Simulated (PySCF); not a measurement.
This PySCF input asks for the NMR shieldings of 2-hexanone, C6H12O; the geometry comes from PBE0-D3(BJ)/def2-TZVP.

```python
import basis_set_exchange as bse
import numpy as np
from pyscf import gto, dft
from pyscf.prop import nmr

atoms = """
C    -3.089130   -0.297142    0.026364
C    -1.777845    0.437438   -0.190372
C    -0.565880   -0.404850    0.171106
C     0.741885    0.329168   -0.036604
C     1.971812   -0.475419    0.311699
C     3.288963    0.249545    0.215721
O     1.907573   -1.631436    0.649797
H    -3.200241   -0.601576    1.070648
H    -3.947513    0.326886   -0.231838
H    -3.138003   -1.201823   -0.585721
H    -1.702175    0.752814   -1.237779
H    -1.770519    1.359440    0.403048
H    -0.635110   -0.729315    1.214206
H    -0.559178   -1.324674   -0.421404
H     0.848141    0.649566   -1.081933
H     0.770362    1.260354    0.543898
H     4.110166   -0.443097    0.389835
H     3.323822    1.049971    0.960598
H     3.399104    0.723011   -0.763379
"""
names = dict.fromkeys(["C", "O", "H"], "pcSseg-2")
basis = {el: gto.basis.parse(bse.get_basis(n, elements=[el], fmt="nwchem")) for el, n in names.items()}
mol = gto.M(atom=atoms, basis=basis, charge=0, verbose=0)
mf = dft.RKS(mol, xc="PBE0")
mf.grids.level = 2
mf.grids.alignment = dft.numint.BLKSIZE   # the property module wants whole blocks of grid points
mf.conv_tol = 1e-9
mf.kernel()

calc = nmr.RKS(mf)   # GIAO
C = mf.mo_coeff
Co = C[:, mf.mo_occ > 0]
resp = mf.gen_response(singlet=True, hermi=2)
def vind(x):   # induced exchange potential for any number of trial vectors
    d = np.einsum("pi,xij,qj->xpq", C, 2 * x.reshape(-1, C.shape[1], Co.shape[1]), Co, optimize=True)
    return np.einsum("xpq,pi,qj->xij", resp(d - d.transpose(0, 2, 1)), C, Co, optimize=True).ravel()
mo1, _ = nmr.rhf.solve_mo1(calc, with_cphf=vind)
sigma = calc.kernel(mo1)
for i, s in enumerate(sigma):   # ppm
    w = np.linalg.eigvalsh((s + s.T) / 2)
    print("%2d %-2s iso %8.1f  s11 %8.1f  s22 %8.1f  s33 %8.1f" % (i, mol.atom_pure_symbol(i), w.mean(), *w))
```

**Question.** What does it print?

**Answer.** 
```
 0 C  iso    168.9  s11    157.0  s22    162.4  s33    187.3
 1 C  iso    158.2  s11    147.7  s22    155.4  s33    171.6
 2 C  iso    156.1  s11    143.7  s22    151.4  s33    173.1
 3 C  iso    137.6  s11    111.7  s22    121.3  s33    179.8
 4 C  iso    -32.7  s11   -118.1  s22    -77.8  s33     97.9
 5 C  iso    154.4  s11    134.1  s22    135.7  s33    193.5
 6 O  iso   -334.0  s11   -929.4  s22   -423.5  s33    350.8
 7 H  iso     30.6  s11     26.7  s22     28.8  s33     36.4
 8 H  iso     30.4  s11     25.8  s22     27.8  s33     37.6
 9 H  iso     30.6  s11     26.6  s22     28.7  s33     36.4
10 H  iso     30.3  s11     25.3  s22     30.4  s33     35.2
11 H  iso     30.3  s11     25.2  s22     30.5  s33     35.3
12 H  iso     30.2  s11     25.7  s22     30.5  s33     34.3
13 H  iso     30.0  s11     25.4  s22     30.3  s33     34.2
14 H  iso     29.1  s11     25.0  s22     29.2  s33     33.2
15 H  iso     29.0  s11     24.8  s22     28.9  s33     33.4
16 H  iso     29.6  s11     26.4  s22     27.9  s33     34.5
17 H  iso     29.4  s11     26.4  s22     29.2  s33     32.7
18 H  iso     29.3  s11     26.0  s22     29.6  s33     32.2
```

These numbers come from an equivalent density-fitted implementation of the same equations, which agrees with the script to about 0.01 ppm for H and up to a few tenths of a ppm for heavy atoms, so last digits may differ.

**Question.** Turn these shieldings into chemical shifts. Scale: 13C (186.03 ppm), 1H (31.52 ppm) vs TMS; H2O for 17O (329.54 ppm) (reference shieldings calculated alike).

**Answer.** Averaging equivalent atoms: C 4: 218.7; C 3: 48.4; C 5: 31.6; C 2: 30.0; C 1: 27.8; C 0: 17.1; O 6: 663.5; H 14/15: 2.44; H 16/17/18: 2.09; H 12/13: 1.46; H 10/11: 1.19; H 7/8/9: 1.00 ppm. Unscaled 17O shifts of doubly bonded oxygen tend to come out too high, by tens of ppm or more. Experimental scales use liquid or dissolved standards, which lie at an offset from isolated H2O (liquid H2O: subtract about 36 ppm).

Size and cost of the density-fitted run: 420 basis functions; peak memory 2.7 GiB.
